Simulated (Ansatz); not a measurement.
Calculated with Ansatz (gas phase, PBE0-D4/def2-TZVP geometries, no zero-point term in ΔE). CCSD(T)/CBS adds triple-zeta CCSD(T) − MP2 to the extrapolated MP2 energy (def2 sets, frozen cores). This one scheme is used for every species. DFT in def2-TZVPP. B3LYP here is the variant with VWN-RPA as its local correlation; programs differ in this. For Se outer-core shells are correlated without core-valence functions, which leaves a few kJ/mol of doubt a bond. Scalar relativity is left out up to krypton. One conformer a species, not always the lowest.

Reaction (substitution at a C–N bond): `CNC=[Se]` + HCl → `ClC=[Se]` + CH₃NH₂

```tsv
species	B3LYP-D4 energy (Eh)
`CNC=[Se]`	-2535.62214
HCl	-460.83661
`ClC=[Se]`	-2900.51188
CH₃NH₂	-95.90760
```

Problem. Work out ΔE.

Solution. ΔE = (-2900.51188) + (-95.90760) − (-2535.62214) − (-460.83661) = 0.03927 Eh = +24.6 kcal/mol. CCSD(T)/CBS gives +23.0 kcal/mol.

Largest T1 diagnostic among the species: 0.016.

From PBE to PBE0 (25 % exact exchange), in def2-TZVPP and without D4, ΔE moves by +1.8 kcal/mol. In def2-TZVPP, CCSD(T) changes the Hartree–Fock value by −3.8 kcal/mol (the triples alone add −0.6 kcal/mol) and MP2 by −3.7 kcal/mol.
